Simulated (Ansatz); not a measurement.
Consider the ligand exchange at the Si–C bond: `C[SiH2]C(F)F` + `O[AsH2]` → `C[SiH2][AsH]O` + difluoromethane.

Computed with Ansatz on PBE0-D4/def2-TZVP structures; ΔE is electronic, products minus reactants. CCSD(T)/CBS is the MP2 limit (def2-TZVPP, def2-QZVPP) plus CCSD(T) − MP2 in def2-TZVPP, frozen cores. This one scheme is used for every species. DFT in def2-TZVPP. B3LYP here is the variant with VWN-RPA as its local correlation; programs differ in this. For As outer-core shells are correlated without core-valence functions, which leaves a few kJ/mol of doubt a bond. Scalar relativity is left out up to krypton. Each species was taken in one conformer, which may not be the lowest.

```tsv
level	ΔE (kJ/mol)	difference from CCSD(T)/CBS
PBE-D4	-58.9	-1.6
r2SCAN-D4	-55.6	1.7
PBE0-D4	-61.5	-4.2
B3LYP-D4	-55.9	1.4
B2PLYP	-54.7	2.6
r2SCAN	-55.0	2.3
MP2/def2-TZVPP	-62.1	-4.8
MP2/def2-QZVPP	-61.8	-4.5
MP2/CBS(def2)	-62.2	-4.9
CCSD/CBS(def2)	-56.4	0.9
CCSD(T)/CBS	-57.3	0
```

Largest T1 diagnostic among the species: 0.012.

In def2-TZVPP, CCSD(T) changes the Hartree–Fock value by −3.8 kJ/mol (the triples alone add −0.9 kJ/mol) and MP2 by −8.7 kJ/mol. The D4 term adds −4.7 kJ/mol with B3LYP and −2.6 kJ/mol with PBE0; it sums over pairs of atoms, weighted by their polarisabilities, and B3LYP, whose exchange is more repulsive, gets the larger term.
